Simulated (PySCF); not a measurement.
Isomers of C3H8N2SSi, one GFN2-xTB conformer each. Single-point energies are computed at PBE0/pcSseg-1 (PySCF, gas phase, no added dispersion term), electronic only.

```tsv
SMILES	GFN2-xTB relative energy (kJ/mol)
N[SiH](N)C#CCS	91.6
C#CCS[SiH](N)N	42.3
C[Si@@H](N)SCC#N	0.0
CN[Si@H](C#N)SC	20.7
CSC[Si@H](N)C#N	111.4
N#CCSC[SiH2]N	77.9
```

Conformers: `[NH2:1][SiH:2]([NH2:3])[C:4]#[C:5][CH2:6][SH:7]` with H–N1–Si2–N3 -48° and 177°, N1–Si2–N3–H 180° and -44°, C5–C6–S7–H 54°; `[CH:1]#[C:2][CH2:3][S:4][SiH:5]([NH2:6])[NH2:7]` with C2–C3–S4–Si5 -72°, C3–S4–Si5–N6 161°, S4–Si5–N6–H 166° and 24°, S4–Si5–N7–H 36° and -179°; `[CH3:1][Si@@H:2]([NH2:3])[S:4][CH2:5][C:6]#[N:7]` with C1–Si2–N3–H -48° and 173°, C1–Si2–S4–C5 -63°, Si2–S4–C5–C6 76°; `[CH3:1][NH:2][Si@H:3]([C:4]#[N:5])[S:6][CH3:7]` with C1–N2–Si3–C4 -56°, N2–Si3–S6–C7 67°; `[CH3:1][S:2][CH2:3][Si@H:4]([NH2:5])[C:6]#[N:7]` with C1–S2–C3–Si4 -178°, S2–C3–Si4–N5 -64°, C3–Si4–N5–H 45° and -173°; `[N:1]#[C:2][CH2:3][S:4][CH2:5][SiH2:6][NH2:7]` with C2–C3–S4–C5 -62°, C3–S4–C5–Si6 -178°, S4–C5–Si6–N7 61°, C5–Si6–N7–H -43° and 177°.

Q: What does PBE0/pcSseg-1 give for the same structures?

A: 
```tsv
SMILES	PBE0/pcSseg-1 E (Eh)	PBE0/pcSseg-1 (kJ/mol)	GFN2-xTB (kJ/mol)	point group
C[Si@@H](N)SCC#N	-915.78152	0.0	0.0	C1
CN[Si@H](C#N)SC	-915.77298	22.4	20.7	C1
CSC[Si@H](N)C#N	-915.75888	59.5	111.4	C1
N[SiH](N)C#CCS	-915.73771	115.0	91.6	C1
N#CCSC[SiH2]N	-915.73583	120.0	77.9	C1
C#CCS[SiH](N)N	-915.73578	120.1	42.3	C1
```

Both levels put the same isomer lowest; measured from each level's own lowest isomer, the values differ by up to 77.8 kJ/mol (C#CCS[SiH](N)N: 42.3 against 120.1). As drawn, the lowest has a C≡N group and an Si–C bond, which the highest lacks; the highest has a C≡C bond, which the lowest lacks. Neighbours under 10 kJ/mol apart (N[SiH](N)C#CCS and N#CCSC[SiH2]N; N#CCSC[SiH2]N and C#CCS[SiH](N)N) can change places with a better method, another conformer or zero-point energy.

Q: Which frontier levels, dipoles and rotational constants go with these structures?

A: 
```
          SMILES  HOMO (eV, PBE0/pcSseg-1)  LUMO (eV)  dipole (D)       A, B, C (MHz)
C[Si@@H](N)SCC#N                     -7.31      -0.25        4.48    2289, 1370, 1106
 CN[Si@H](C#N)SC                     -7.30      -0.67        3.74    2096, 1346, 1022
 CSC[Si@H](N)C#N                     -6.74      -0.53        3.70  3836, 823.1, 719.4
  N[SiH](N)C#CCS                     -6.96      -0.29        1.62  4641, 586.2, 547.2
   N#CCSC[SiH2]N                     -7.09      -0.45        3.80  4196, 829.2, 730.9
  C#CCS[SiH](N)N                     -6.81       0.05        2.63    2756, 1053, 1024
```
